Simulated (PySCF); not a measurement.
**Spin states of ScCl**

Unrestricted PBE0; PySCF, no relativity, basis sets Sc def2-TZVPP, Cl def2-TZVPP. Outer shells of the fragments: Sc 3d1 4s2; Cl 3s2 3p5.

Followed along the bond (rough minima from three points):

| 2Ms+1 | unpaired | ⟨S²⟩ at the start | R at minimum (Å) | Te (eV) |
| --- | --- | --- | --- | --- |
| 3 | σ ↑, δ ↑ | 2.00 | 2.32 | 0.00 |
| 1 | none | 0.74 | 2.26 | 0.14 |
| 1 | σ ↓, δ ↑ | 1.00 | 2.32 | 0.32 |
| 3 | σ ↑, π ↑ | 2.00 | 2.33 | 0.36 |
| 1 | σ ↓, π ↑ | 1.00 | 2.34 | 0.62 |
| 3 | σ ↑↑ | 2.00 | 2.35 | 0.73 |

Solutions found at the starting distance of 2.290 Å, counted from the lowest of them; the search is not exhaustive and high or unbound solutions are not listed, so other states can lie among these:

```csv
2Ms+1,unpaired,term,E (eV),⟨S²⟩,⟨Lz²⟩,μ (D)
3,"σ ↑, δ ↑",³Δ,0.00,2.00,4.00,-3.67
1,none,mixed,0.14,0.74,1.97,-3.79
1,"σ ↓, δ ↑",mixed,0.32,1.00,4.00,-2.72
3,"σ ↑, π ↑",³Π,0.37,2.00,1.04,-3.24
1,"σ ↓, π ↑",mixed,0.63,1.00,1.13,-3.65
3,σ ↑↑,³Σ⁺,0.75,2.00,0.00,-1.35
3,"π ↑, δ ↑",mixed,1.33,2.00,4.56,-4.46
3,δ ↑↑,³Σ⁻,1.85,2.00,0.00,-6.70
3,δ ↑↑,mixed,5.11,2.00,8.00,-4.79
5,"σ ↑, π ↑, δ ↑↑",⁵Π,6.69,6.00,1.06,2.08
```

A term symbol is given only where ⟨S²⟩ and ⟨Lz²⟩ are close to those of a pure state; real π, δ and φ orbitals otherwise mix terms. A positive dipole means Sc(−)Cl(+).

The state is the lowest single determinant that the PBE0 search found; with open d or f shells the true ground state can be another one.
